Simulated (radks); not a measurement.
The numbers below are computed, except where a source is named.
Spherical jellium clusters: N electrons in a uniform positive sphere of charge N and radius rs N^(1/3), rs = 4.76 bohr. Level of theory: non-relativistic Kohn-Sham, LDA (Slater exchange, Perdew-Wang correlation), spin-polarised, spherical densities (a radial shooting solver with Libxc functionals). Levels are named by radial order and angular momentum (1s, 1p, 1d, 2s, ...), and open shells are averaged over m.

N = 17, configuration 1s2 1p6 1d(up 5, down 4). This is the lowest configuration that the search found. Occupied and some empty levels:

level    occupation  eigenvalue (eV)  <r> (bohr)
1s up             1          -4.1149       7.467
1s down           1          -4.0650       7.389
1p up             3          -3.4842       8.978
1p down           3          -3.4214       8.968
1d up             5          -2.7119       9.993
1d down           4          -2.6473       10.01
2s up             0          -2.4005       8.168
2s down           0          -2.3719       8.220
1f up             0          -1.8167       10.89
1f down           0          -1.7557       10.93
2p up             0          -1.3572       10.11
2p down           0          -1.3255       10.15

Energy (eV): total -31.2644, kinetic 21.654, external -764.52, Hartree 379.79, exchange-correlation -53.699, background 385.52.
